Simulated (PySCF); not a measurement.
Species: C5H7FO (charge +1 and doublet state).
Z-matrix (Å and degrees, GFN2-xTB geometry), rows numbered from 1:
```
C 
C   1  1.3299
C   2  1.5018  1  122.16
F   3  1.3444  2  112.61  1    20.17
C   3  1.5786  2  106.99  1  -108.33
O   5  1.3864  3   89.86  2  -105.30
C   6  1.4153  5   94.02  3   -13.52
H   1  1.0813  2  120.56  3  -169.48
H   1  1.0813  2  123.30  3     6.76
H   2  1.0816  1  123.22  3  -178.55
H   5  1.0949  3  122.44  2    12.93
H   5  1.1023  3  106.76  2   139.92
H   7  1.0954  3  118.92  2   -22.43
H   7  1.0997  3  113.91  2  -151.42
```

The hyperfine couplings belong to this conformer and change with its torsions.

Identity: `[CH2+][CH]C1(F)COC1` [radical] (charge +1).

Computed with UKS B3LYP, pcH-1 on C F H O, non-relativistic, mean-field spin-orbit, GIAO in PySCF. One conformer (not necessarily the lowest) at the GFN2-xTB geometry, without solvent, vibrations or thermal averaging. The geometry wasn't refined by DFT: couplings that depend on bond lengths, twists or pyramidal angles can differ widely from those at the functional's own minimum, by a factor of two or more for some ions and for spin on atoms past the first row. No stability test was run, so a lower SCF solution isn't excluded.

Task: Predict the first-order ENDOR lines of H12/H14, H11/H13, H9, H10 and H8 under fast tumbling at B = 342.6 mT (X band).

Result: For S = 1/2 in fast tumbling each set of equivalent nuclei gives two lines, ν± = |νn ± a/2| to first order, with νn = g_N μN B/h and μN/h = 7.62259 MHz/T.

```tsv
nuclei	isotope	g_N	νn (MHz)	a_iso (MHz)	lower line (MHz)	upper line (MHz)
H12/H14	1H	5.5857	14.59	133.61	52.22	81.39
H11/H13	1H	5.5857	14.59	58.58	14.71	43.88
H9	1H	5.5857	14.59	-6.81	11.18	17.99
H10	1H	5.5857	14.59	3.51	12.83	16.34
H8	1H	5.5857	14.59	-1.68	13.75	15.43
```

Task: Which pairs are centred on the nuclear Larmor frequency, and which on half the coupling?

Result: Centred on νn, since |a| < 2νn: H9, H10 and H8. Centred on |a|/2 and split by 2νn: H12/H14 and H11/H13.

Task: At what field would the lower line of H12/H14 fall to zero frequency?

Result: Where νn = |a|/2, that is B = 66.81 MHz/(5.5857 × 7.62259 MHz/T) = 1570 mT, as far as first order holds there.

Nuclei that the bonding pattern makes equivalent are averaged, as if the motion that swaps them (rotation, inversion, ring flip) were fast. H8 and H9 aren't averaged: C1 is flat or nearly so (angle sum 360°), and its turn about the short C1–C2 bond (1.33 Å) is taken as slow. The 1H value of +133.6 MHz is a mean of couplings from 54.7 to 212.5 MHz in this one geometry, not an average over conformers. The 1H value of +58.6 MHz is a mean of couplings from 24.1 to 93.1 MHz in this one geometry, not an average over conformers.

The SMILES draws the unpaired electron on C2; the largest computed Mulliken spin population is on O6 (0.30 against 0.15).
